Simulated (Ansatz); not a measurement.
Correlation energies of CH5BFNS, SMILES `CSB(N)F` by basis set

```xyz
10

C     0.859   -0.832    1.514
S     1.085   -0.422   -0.234
B    -0.491    0.399   -0.608
N    -0.769    0.900   -1.881
F    -1.415    0.533    0.355
H     0.013   -1.503    1.650
H     1.771   -1.334    1.837
H     0.715    0.067    2.110
H    -1.640    1.354   -2.092
H    -0.129    0.838   -2.652
```

The species carries charge 0 and has multiplicity 1. The structure was optimised at the PBE0-D4/def2-TZVP level. It is one conformer, not always the lowest. Frozen core, restricted reference, Ansatz. CBS rows extrapolate triple and quadruple zeta; past MP2 they add the triple-zeta difference.

```tsv
basis	HF (Eh)	MP2 corr.
def2-TZVPP	-617.12988	-0.90805
def2-QZVPP	-617.15116	-0.98132
```

Task: Estimate the CCSD correlation energy and the (T) correction in each basis where they were run (hartree).

Result: 
```tsv
basis	CCSD corr.	(T)
def2-TZVPP	-0.94588	-0.03653
CBS(def2)	-1.07342	as TZ
```
